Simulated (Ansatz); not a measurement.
Process, species as SMILES: C#CO -> OC#[C] + H atom (the C-H bond breaks)

Wanted: bond dissociation energy (electronic), in kcal/mol. Terms: 6-311+G** with 5d; six Cartesian d functions in 6-31G* and its kin unless marked 5d; non-relativistic; no dispersion term unless named; open shells spin-unrestricted; valence correlation only; spin-orbit terms left out; LANL2DZ all-electron up to Ne. CBS marks a two-point X^-3 extrapolation of the correlation energy; Hartree-Fock from the larger set. First-principles rows: single points at B3LYP-D3(BJ) geometries (Ansatz, an electronic-structure program).

Coupled cluster (Ansatz) is a level with limits of its own, used here on species with T1 under 0.025 (0.045 for open shells) and stable references: CCSD(T)/CBS(cc-pVTZ,cc-pVQZ).

Value to compare with, CCSD(T)/CBS(cc-pVTZ,cc-pVQZ) (Ansatz): 133.9 kcal/mol.

| level | program | bond dissociation energy (electronic) (kcal/mol) | difference |
|---|---|---|---|
| B3LYP/STO-3G | Ansatz | 151.7 | 17.8 |
| B3LYP/3-21G | Ansatz | 134.3 | 0.4 |
| B3LYP/LANL2DZ | Ansatz | 133.5 | -0.4 |
| B3LYP/6-31G | Ansatz | 132.5 | -1.4 |
| B3LYP/6-31G* | Ansatz | 127.4 | -6.5 |
| B3LYP/6-31+G* | Ansatz | 126.8 | -7.1 |
| B3LYP/6-31G** | Ansatz | 128.8 | -5.1 |
| B3LYP/def2-SVP | Ansatz | 129.5 | -4.4 |
| B3LYP/cc-pVDZ | Ansatz | 126.0 | -7.9 |
| B3LYP/6-311+G** | Ansatz | 129.7 | -4.2 |
| B3LYP/def2-TZVPD | Ansatz | 129.5 | -4.4 |

Among the 10 habitual levels, B3LYP/STO-3G lies farthest from CCSD(T)/CBS(cc-pVTZ,cc-pVQZ) (Ansatz) (17.8 kcal/mol); 2 of 10 lie above it, and their mean absolute difference is 5.5 kcal/mol, the median 4.8. One case shows no general order.

The sets are all those run for this method; left out are runs that failed, that the program found above a lower state of the same kind, or whose <S^2> lies over 0.5 above the pure value.
